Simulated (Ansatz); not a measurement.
A barrier at the coupled-cluster level

Start structure (AlNH8O4, singlet), relaxed at PBE0-D4/def2-TZVP:

```json
{"atom": "Al1", "x (Å)": "-0.1244", "y (Å)": "-0.7095", "z (Å)": "0.6575"}
{"atom": "O2", "x (Å)": "0.5591", "y (Å)": "0.7986", "z (Å)": "1.2266"}
{"atom": "O3", "x (Å)": "-1.8295", "y (Å)": "-0.8918", "z (Å)": "0.7880"}
{"atom": "O4", "x (Å)": "0.9234", "y (Å)": "-2.0339", "z (Å)": "0.9826"}
{"atom": "H5", "x (Å)": "0.0711", "y (Å)": "0.5613", "z (Å)": "-1.4978"}
{"atom": "N6", "x (Å)": "-0.0591", "y (Å)": "-0.4454", "z (Å)": "-1.3106"}
{"atom": "H7", "x (Å)": "0.6117", "y (Å)": "1.9340", "z (Å)": "-0.0639"}
{"atom": "O8", "x (Å)": "0.5385", "y (Å)": "2.2862", "z (Å)": "-0.9834"}
{"atom": "H9", "x (Å)": "1.3244", "y (Å)": "0.7394", "z (Å)": "1.7978"}
{"atom": "H10", "x (Å)": "-2.3161", "y (Å)": "-0.6970", "z (Å)": "1.5848"}
{"atom": "H11", "x (Å)": "0.5744", "y (Å)": "-2.8892", "z (Å)": "1.2231"}
{"atom": "H12", "x (Å)": "-0.9365", "y (Å)": "-0.7462", "z (Å)": "-1.7214"}
{"atom": "H13", "x (Å)": "0.6966", "y (Å)": "-0.9600", "z (Å)": "-1.7485"}
{"atom": "H14", "x (Å)": "-0.0337", "y (Å)": "3.0537", "z (Å)": "-0.9347"}
```

The step: AlH₃O₃ ([OH][Al]([OH])[OH]) + H₂O + NH₃ → AlNH₄O₂ ([NH2][Al]([OH])[OH]) + H₂O + H₂O (still joined by a long Al–O bond); bonds formed: O2–H7, H5–O8; bonds broken: H5–N6, H7–O8; bonds weakened to dative contacts: Al1–O2. Computed with Ansatz 0.2.0 (basis: def2-TZVPP and def2-QZVPP); correlated methods freeze the cores. Extrapolation: Hartree–Fock as exp(−7.88 √X), correlation as X^−2.97. Energies below are by CCSD(T) at an estimated basis limit (MP2 extrapolated from triple and quadruple zeta, plus CCSD(T) − MP2 in triple zeta).

Q: What are the electronic barrier and the energy of the step, from the start structure to the end structure? (To be estimated.)

A: Computed: Barrier 0.897 eV; step energy 0.770 eV (uphill); reverse barrier, their difference, 0.127 eV. Barrier and step energy count from the start structure, the reverse barrier from the end structure.

The saddle point: One imaginary mode of 666i cm⁻¹.
| pair | start (Å) | saddle (Å) | end (Å) |
| --- | --- | --- | --- |
| O2–H7 | 1.72 | 1.12 | 1.03 |
| H5–O8 | 1.86 | 1.13 | 1.03 |
| Al1–O2 | 1.75 | 1.86 | 1.91 |
| H5–N6 | 1.03 | 1.41 | 1.66 |
| H7–O8 | 0.99 | 1.31 | 1.51 |

Zero-point energy (harmonic, PBE0-D4): ZPE is 2.883 eV at the start and 2.742 eV at the saddle, so the barrier goes from 0.897 to 0.756 eV.

The T1 diagnostic stays at or below 0.011.

Labels in which every atom is bracketed show which atoms are joined, not bond orders.

For scale, one of the runs: CCSD(T)/def2-TZVPP, 309 basis functions, launched by `ansatz run in.yaml --threads 4 --pin off --events-out ev --progress --plain --max-ram 46080MiB --backend cuda --devices 0, --max-vram 37GiB`. Time: 9 s of wall clock on 4 CPU threads of an AMD EPYC 7R13 and a share of one NVIDIA H100; the host was shared. Peak host memory: 0.86 GiB.
